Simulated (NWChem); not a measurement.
**Polarisability of CH2F (+1)**

```
C
F 1 1.2234
H 1 1.1080 2 117.30
H 1 1.1080 3 125.39 2 180.00
```
Charge +1, spin multiplicity 1.

Everything below was run with NWChem. Structure: optimised with PBE0/def2-SVP, a minimum by its harmonic frequencies.

Basis set: Sadlej pVTZ. Static limit.

The correlated methods keep 2 core orbitals frozen. B3LYP has NWChem's definition, with VWN1-RPA local correlation. The spin multiplicity of the parent species was assumed, not shown to be that of its ground state. The structure started from a generated list of species. Coupled-cluster values serve here as a point of comparison, not as the truth.

```csv
method,isotropic polarisability (bohr³)
PBE,10.83
CCSD linear response,…
HF,…
BHandHLYP,10.26
B3LYP,10.60
```

Q: Complete the blanks.

A: 
- CCSD linear response, isotropic polarisability (bohr³): 10.74
- HF, isotropic polarisability (bohr³): 9.86
